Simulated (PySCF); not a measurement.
**ECD: `InChI=1S/C5H6ClFO/c6-5(7)3-1-2-4(3)8/h1,4-5,8H,2H2/t4-,5+/m1/s1`**

Geometry:
```tsv
atom	x (Å)	y (Å)	z (Å)
O1	-1.059	1.622	-0.728
C2	-0.735	0.272	-0.758
C3	-1.539	-0.715	0.152
C4	-0.209	-1.070	0.756
C5	0.486	-0.207	0.011
C6	1.898	0.220	-0.061
F7	2.738	-0.712	0.459
Cl8	2.105	1.738	0.899
H9	-0.961	1.952	0.173
H10	-0.735	-0.014	-1.812
H11	-2.057	-1.520	-0.365
H12	-2.229	-0.217	0.830
H13	0.064	-1.794	1.500
H14	2.232	0.447	-1.080
```

Method used: PySCF, TDDFT B3LYP/def2-SVPD circular dichroism and optical rotation, one conformer, gas phase. Geometry: GFN2-xTB.

The molecule is flexible and this is one conformer; a measurement averages over conformers. States above about 7.6 eV (minus the energy of the highest occupied orbital) lie near or above the ionisation threshold and depend on the basis.

**Question.** What are the CIP labels of the stereocentres?

**Answer.** C2 R, C6 R.

**Question.** List the lowest 12 singlet excitations with oscillator and rotatory strengths.

**Answer.** Rotatory strengths R in 10⁻⁴⁰ esu² cm², velocity form and length form (origin at the centre of mass); f in length form.
```tsv
state	E (eV)	λ (nm)	f	R (velocity)	R (length)	main
1	5.47	227	0.009	+10.8	+11.1	HOMO→LUMO 0.51, HOMO−1→LUMO 0.48
2	6.03	206	0.161	-29.4	-30.4	HOMO−1→LUMO 0.41, HOMO→LUMO 0.38
3	6.41	194	0.054	+18.3	+18.1	HOMO−2→LUMO 0.83
4	6.59	188	0.001	-4.9	-5.4	HOMO−3→LUMO 0.92
5	6.74	184	0.006	+11.0	+10.9	HOMO−4→LUMO 0.72, HOMO→LUMO+1 0.21
6	6.80	182	0.022	-7.8	-7.8	HOMO→LUMO+1 0.68, HOMO−4→LUMO 0.18
7	7.12	174	0.025	+8.6	+9.0	HOMO−1→LUMO+1 0.87
8	7.30	170	0.044	+43.4	+42.9	HOMO→LUMO+2 0.87
9	7.37	168	0.002	-6.8	-6.4	HOMO→LUMO+3 0.80
10	7.58	164	0.010	+15.5	+15.7	HOMO−1→LUMO+2 0.53, HOMO→LUMO+4 0.25
11	7.66	162	0.038	+4.7	+3.0	HOMO→LUMO+4 0.63, HOMO−1→LUMO+2 0.27
12	7.80	159	0.011	+11.0	+10.7	HOMO−5→LUMO 0.66, HOMO−2→LUMO+1 0.10
```

Among the states computed, the strongest CD band (largest |R|) is state 8. The largest dissymmetry factor in size, g = 4R/(D+G), with D and G the electric and magnetic dipole strengths, is -0.069 for state 4 (velocity form, f = 0.0007), among bands with |R| over 0.5. The mirror image has the same energies and oscillator strengths and all R with the opposite sign.
